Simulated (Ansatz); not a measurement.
C$_{3}$H$_{8}$AlNO (SMILES C=[CH][Al]([NH2])[O]C), singlet, at a GFN2-xTB geometry (such geometries of metal compounds can be far from the true shape); B3LYP/def2-SVPD (Ansatz, a quantum-chemistry and plane-wave program).

Input for Ansatz:
Ansatz 0.2 input:
```yaml
crystal:
  periodic: [false, false, false]
  atoms:
    - {symbol: Al, position_ang: [0.11319508, 0.28188541, 0.51111939]}
    - {symbol: C, position_ang: [0.18032396, 1.69747553, -0.87746595]}
    - {symbol: C, position_ang: [-0.02357427, 1.45444494, -2.16734329]}
    - {symbol: H, position_ang: [0.39261431, 2.72274391, -0.57985337]}
    - {symbol: H, position_ang: [0.01154259, 2.22389023, -2.92956162]}
    - {symbol: H, position_ang: [-0.23819129, 0.45625187, -2.52171590]}
    - {symbol: O, position_ang: [-0.21348689, -1.26333604, 0.02803007]}
    - {symbol: C, position_ang: [-0.49060914, -2.56692551, -0.37903957]}
    - {symbol: H, position_ang: [-0.71787892, -3.19507858, 0.48673278]}
    - {symbol: H, position_ang: [-1.35090038, -2.57699654, -1.05423667]}
    - {symbol: H, position_ang: [0.37193077, -2.98957391, -0.90188714]}
    - {symbol: N, position_ang: [0.39815650, 0.67048939, 2.22686844]}
    - {symbol: H, position_ang: [0.60062832, 1.58837004, 2.59443077]}
    - {symbol: H, position_ang: [0.38267513, 0.00917548, 2.99231212]}
basis:
  gaussian:
    orbitals: def2-SVPD
hamiltonian:
  xc: b3lyp
```

The log (banner, timings and long lists left out):

```
Functional definition: B3LYP
1617 factors; their error is unknown
mean field evaluation 1: about -13353.7975 eV, gradient 9.0e1 eV
mean field evaluation 2: about -13326.1035 eV, gradient 1.4e2 eV
mean field evaluation 4: about -13371.0548 eV, gradient 8.6e0 eV
mean field evaluation 8: about -13371.2180 eV, gradient 2.7e-1 eV
mean field evaluation 16: about -13371.2181 eV, gradient 6.8e-5 eV
mean field -13371.21811900 eV, -491.3832025359 hartree, gradient 6.8e-5 eV, S^2 0.000000; 0 other end points of the search recorded, 0 dependent functions left out
reference -13371.21843912 eV, -491.3832143002 hartree; 27, 27 occupied and 164, 164 virtual orbitals, 1617 factors
Total energy: -13371.21843912 eV, -491.3832143002 hartree
```
